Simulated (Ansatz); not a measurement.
Consider the ligand exchange at the Si–S bond: `O[SiH2]O[SiH2]S` + H–F → `O[SiH2]O[SiH2]F` + H₂S.

Isolated molecules relaxed with PBE0-D4/def2-TZVP in Ansatz; ΔE leaves out vibrations. CCSD(T)/CBS adds triple-zeta CCSD(T) − MP2 to the extrapolated MP2 energy (def2 sets, frozen cores). This one scheme is used for every species. Functionals use def2-TZVPP. B3LYP here is the variant with VWN-RPA as its local correlation; programs differ in this. One conformer a species, not always the lowest.

`O[SiH2]O[SiH2]S`:

Cartesian coordinates in Å:
```
O 1.583 -1.110 -0.854
Si 1.630 0.059 0.290
O 0.256 0.960 0.290
Si -1.358 0.751 0.352
S -1.960 -1.128 -0.484
H 0.862 -1.742 -0.788
H 1.780 -0.525 1.647
H 2.758 0.942 -0.062
H -1.992 1.860 -0.392
H -1.827 0.686 1.755
H -1.733 -0.753 -1.755
```

H–F:

```xyz
2

F     0.324   -0.014   -0.326
H    -0.324    0.014    0.326
```

`O[SiH2]O[SiH2]F`:

Cartesian coordinates in Å:
```
O 2.259 -0.283 0.745
Si 1.050 0.749 0.363
O -0.386 -0.029 0.265
Si -1.570 -0.630 -0.659
F -2.778 0.409 -0.696
H 2.303 -0.626 1.639
H 1.407 1.304 -0.960
H 0.895 1.793 1.403
H -1.105 -0.812 -2.052
H -2.075 -1.875 -0.047
```

H₂S:

```xyz
3

S    -0.596   -0.021    0.169
H     0.453    0.722    0.553
H     0.143   -0.700   -0.721
```

```json
{"level": "revPBE-D4", "ΔE (kcal/mol)": "-14.8", "difference from CCSD(T)/CBS": "4.5"}
{"level": "BLYP-D4", "ΔE (kcal/mol)": "-19.3", "difference from CCSD(T)/CBS": "0.0"}
{"level": "r2SCAN-D4", "ΔE (kcal/mol)": "-19.5", "difference from CCSD(T)/CBS": "-0.2"}
{"level": "PBE0-D4", "ΔE (kcal/mol)": "-16.7", "difference from CCSD(T)/CBS": "2.6"}
{"level": "revPBE", "ΔE (kcal/mol)": "-18.5", "difference from CCSD(T)/CBS": "0.8"}
{"level": "B3LYP", "ΔE (kcal/mol)": "-23.0", "difference from CCSD(T)/CBS": "-3.7"}
{"level": "r2SCANh", "ΔE (kcal/mol)": "-19.9", "difference from CCSD(T)/CBS": "-0.6"}
{"level": "BHLYP", "ΔE (kcal/mol)": "-24.2", "difference from CCSD(T)/CBS": "-4.9"}
{"level": "CCSD(T)/def2-SVP", "ΔE (kcal/mol)": "-20.1", "difference from CCSD(T)/CBS": "-0.8"}
{"level": "MP2/CBS(def2)", "ΔE (kcal/mol)": "-18.2", "difference from CCSD(T)/CBS": "1.1"}
{"level": "CCSD(T)/CBS", "ΔE (kcal/mol)": "-19.3", "difference from CCSD(T)/CBS": "0"}
```

(1) What do rigid-rotor, harmonic-oscillator terms from PBE0-D4/def2-TZVP frequencies (298.15 K, 1 bar) make of the CCSD(T)/CBS value? (An estimate is asked.)

Largest T1 diagnostic among the species: 0.012.

Results:

(1) Computed: ΔZPE = -0.9 kcal/mol, ΔH = -20.3 kcal/mol, ΔS = 27 J/(mol·K), ΔG = -22.2 kcal/mol. Modes under 50 cm⁻¹ make the entropy rough.

From BLYP to BHLYP (50 % exact exchange), in def2-TZVPP and without D4, ΔE moves by −1.1 kcal/mol. In def2-TZVPP, CCSD(T) changes the Hartree–Fock value by +6.7 kcal/mol (the triples alone add +1.3 kcal/mol) and MP2 by +7.8 kcal/mol.
